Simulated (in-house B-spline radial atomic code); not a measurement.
Ionising neutral phosphorus with different functionals

Computed with a radial B-spline atomic code at the basis-set limit: scalar-relativistic (spin-free X2C) Hamiltonian, Fermi nucleus of rms radius 3.1889 fm, spin-polarised at highest spin, spherical fractional occupations for the functionals, the average over the highest-spin determinants for Hartree-Fock. The ionisation energy is the difference of two self-consistent energies, [Ne] 3s2 3p3 → [Ne] 3s2 3p2, without Breit or QED terms; ε is the level of the shell that loses the electron (its least bound occupied spin orbital).

Hybrids are left out here: with spherical fractional occupations of an open shell their exact exchange keeps a self-interaction that integer-occupation calculations don't have.

```csv
method,rung,ΔSCF (eV),-ε(3p) (eV)
Hartree-Fock,Hartree-Fock,10.03,10.66
LDA VWN5,LDA,10.53,6.28
LDA PW92,LDA,10.52,6.28
LDA exchange-only,LDA,9.68,5.52
PBE,GGA,10.54,6.28
PBEsol,GGA,10.49,6.24
BLYP,GGA,10.23,5.96
RPBE,GGA,10.54,6.28
PW91,GGA,10.58,6.32
BP86,GGA,10.57,6.31
AM05,GGA,10.45,6.21
OLYP,GGA,10.39,6.09
TPSS,meta-GGA,10.66,6.41
SCAN,meta-GGA,10.91,6.68
r2SCAN,meta-GGA,10.90,6.68
revTPSS,meta-GGA,10.65,6.40
```

Problem. How do they compare with the NIST value?

Solution. NIST lists 10.487 eV (measured, ground level to ground level). Errors run from -0.81 to +0.42 eV; PBEsol is closest (+0.00 eV), but part of that can be cancellation, since the calculations leave out spin-orbit coupling, Breit-QED terms, multiplet and fine-structure energies. Hartree-Fock also lacks correlation.
